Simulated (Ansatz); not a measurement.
Frontier orbitals of CF3NSi, SMILES `N#C[Si](F)(F)F`.

Charge 0, multiplicity 1. All single points use the PBE0-D4/def2-TZVP geometry. Basis def2-TZVPP, Ansatz.

| functional | HOMO (eV) | LUMO (eV) | gap (eV) |
| --- | --- | --- | --- |
| PBE | -9.40 | -2.38 | 7.02 |
| PBE0 | -11.00 | -1.38 | 9.62 |
| HSE06 (plane-wave form) | -10.58 | -1.76 | 8.82 |
| ωB97M-V | -13.34 | 0.85 | 14.19 |

Against PBE, PBE0 changes HOMO and LUMO by −1.59 and +1.01 eV, ωB97M-V by −3.94 and +3.24 eV. A gap of 7.02 eV thus becomes 14.19 eV for the same molecule, so an orbital gap means little without its functional. A positive LUMO is unbound and depends on the basis.
